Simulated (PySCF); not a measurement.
Al(F)(OH)2 (AlFH₂O₂), SMILES [OH][Al]([OH])[F]. Atoms are numbered in the order given.

```xyz
6

Al    -0.0147    -0.0060     0.0000
F     -1.6303     0.3851     0.0000
O      0.3955    -1.6495     0.0000
H      1.3061    -1.9653     0.0000
O      1.1763     1.2033     0.0000
H      0.9836     2.1479     0.0000
```
Charge 0, spin multiplicity 1.

Geometry optimised at TPSSh-D3(BJ)/def2-SVP. The values are those of a single conformer.

These are PySCF with B3LYP/pcJ-1 values and carry that method's errors.

Isotropic couplings with Fermi-contact, spin-dipole and both spin-orbit terms, one fixed conformer, no vibrational averaging. Isotopes: 19F, 1H.

Computed spin–spin coupling constants:
```csv
pair,bonds apart,J (Hz)
F2–H4,3,6.8
F2–H6,3,-5.9
H4–H6,4,-0.7
```
